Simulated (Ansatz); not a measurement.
Two structures, one formula

The two ends of one reaction step of BSi₄H₁₀Cl₂OF, closed shell (PBE0-D4/def2-TZVP).

A:

```
19
angstrom
B -0.2812 0.9061 2.3108
Cl -1.3973 2.1531 1.6748
Cl -0.0495 0.8302 4.0383
O 0.3507 0.0862 1.4908
Si 0.4442 -0.1591 -0.1822
Si 2.3001 -1.5489 -0.5002
Si 0.8104 1.8816 -1.2882
Si -1.4842 -1.1813 -1.0351
H -2.9335 0.3735 1.7965
F -2.9877 -0.5497 1.8628
H 2.1274 -2.8352 0.2247
H 2.4225 -1.8189 -1.9579
H 3.5403 -0.8804 -0.0236
H 1.6623 2.7615 -0.4430
H -0.4574 2.5862 -1.6098
H 1.5299 1.5860 -2.5574
H -2.6478 -0.2595 -1.0193
H -1.8064 -2.4452 -0.3280
H -1.1428 -1.4860 -2.4539
```

B:

| atom | x (Å) | y (Å) | z (Å) |
| --- | --- | --- | --- |
| B1 | -0.5333 | -0.0056 | 2.4356 |
| Cl2 | -2.5033 | 2.4161 | 1.2130 |
| Cl3 | -0.2525 | 0.5404 | 4.0771 |
| O4 | 0.3813 | 0.1691 | 1.4860 |
| Si5 | 0.4858 | -0.1366 | -0.1670 |
| Si6 | 2.2947 | -1.5921 | -0.4836 |
| Si7 | 0.9161 | 1.8872 | -1.2643 |
| Si8 | -1.4497 | -1.1447 | -1.0291 |
| H9 | -3.1969 | 1.3916 | 1.5438 |
| F10 | -1.6892 | -0.6249 | 2.1865 |
| H11 | 2.0755 | -2.8609 | 0.2619 |
| H12 | 2.3988 | -1.8954 | -1.9367 |
| H13 | 3.5655 | -0.9715 | -0.0241 |
| H14 | 2.1233 | 2.5373 | -0.6887 |
| H15 | -0.2363 | 2.8207 | -1.1758 |
| H16 | 1.1741 | 1.5668 | -2.6950 |
| H17 | -2.6532 | -0.2939 | -0.8392 |
| H18 | -1.6836 | -2.4765 | -0.4114 |
| H19 | -1.2170 | -1.3268 | -2.4888 |

Computed with Ansatz 0.2.0 (basis: def2-TZVPP); correlated methods freeze the cores. B3LYP uses VWN-RPA correlation.

**Question.** Which structure is lower at CCSD(T), and by how much? (Judge from chemistry; the value comes from the calculation.)

**Answer.** By the calculation: B, by 0.564 eV (electronic energy, against the other). By their contacts, A is a complex of BSi₄H₉Cl₂O ([SiH3][Si]([SiH3])([SiH3])[O][B]([Cl])[Cl]) + HF and B is a complex of BSi₄H₉ClOF ([F][B]([Cl])[O][Si]([SiH3])([SiH3])[SiH3]) + HCl.

All methods give the same order:

| method | E(B) − E(A) (eV) |
| --- | --- |
| SPW92 | -0.452 |
| PBE-D4 | -0.449 |
| BLYP-D4 | -0.531 |
| r2SCAN-D4 | -0.547 |
| B97M-V | -0.606 |
| PBE0-D4 | -0.499 |
| B3LYP-D4 | -0.575 |
| r2SCAN0-D4 | -0.567 |
| BHLYP-D4 | -0.641 |
| CAM-B3LYP-D4 | -0.637 |
| wB97X-V | -0.573 |
| wB97M-V | -0.557 |
| B2PLYP | -0.580 |
| PBE-QIDH | -0.516 |
| RPA on PBE | -0.589 |
| HF | -0.819 |
| MP2 | -0.473 |
| CCSD | -0.615 |
| CCSD(T) | -0.564 |

No T1 diagnostic of these runs exceeds 0.014.

Labels in which every atom is bracketed show which atoms are joined, not bond orders.

For scale, one of the runs: CCSD(T)/def2-TZVPP, 485 basis functions, launched by `ansatz run in.yaml --threads 4 --pin off --events-out ev --progress --plain --max-ram 46080MiB --backend cuda --devices 0, --max-vram 37GiB`. The run took 30 s on 4 CPU threads of an AMD EPYC 7R13 and a share of one NVIDIA H100 (shared host), with 1.2 GiB of host memory at its peak.
